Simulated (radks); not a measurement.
The numbers below are computed, except where a source is named.
How relativity changes the ionisation of neutral indium ([Kr] 4d10 5s2 5p1) to In+ ([Kr] 4d10 5s2). Spin-unpolarised spherical Kohn-Sham, PBE, point nucleus unless stated (finite: rms radius 4.6156 fm), a radial shooting solver on a logarithmic mesh with Libxc functionals. A level marked "c x" has the speed of light scaled by that factor and shares open shells by 2j + 1; other Dirac levels either fill j = l - 1/2 first or share by 2j + 1.

\begin{tabular}{lrrrrr}
level & E(In) (hartree) & E(In+) (hartree) & IE (eV) & HOMO & <r> HOMO (bohr) \\ \hline
non-rel. & -5742.08946 & -5741.88991 & 5.430 & 5p & 3.749 \\
scalar-rel. & -5881.63601 & -5881.43891 & 5.363 & 5p & 3.744 \\
scalar-rel., finite nucleus & -5881.49410 & -5881.29699 & 5.364 & 5p & 3.744 \\
Dirac, 2j+1 shares & -5883.21451 & -5883.01701 & 5.374 & 5p3/2 & 3.806 \\
Dirac, low j first & -5883.22178 & -5883.01701 & 5.572 & 5p1/2 & 3.636 \\
Dirac, 2j+1 shares, finite nucleus & -5883.07220 & -5882.87470 & 5.374 & 5p3/2 & 3.806 \\
Dirac, c x 0.75 & -6007.03418 & -6006.83798 & 5.339 & 5p3/2 & 3.862 \\
Dirac, c x 1.5 & -5802.58671 & -5802.38810 & 5.404 & 5p3/2 & 3.772 \\
Dirac, c x 3 & -5756.90413 & -5756.70481 & 5.424 & 5p3/2 & 3.754 \\
\end{tabular}

NIST Atomic Spectra Database: 5.786 eV (measured). The relativistic part of the total energy of In is -141 hartree (Dirac, 2j+1 shares, finite nucleus), 2.5 % of the non-relativistic value. Spin polarisation and multiplet splitting of open shells are left out at every level.

Beside tabulated values, note that relativity, absent from the non-relativistic runs, is large for the heavy elements, and spin-unpolarised runs miss the spin-polarisation part of the exchange energy of open shells.
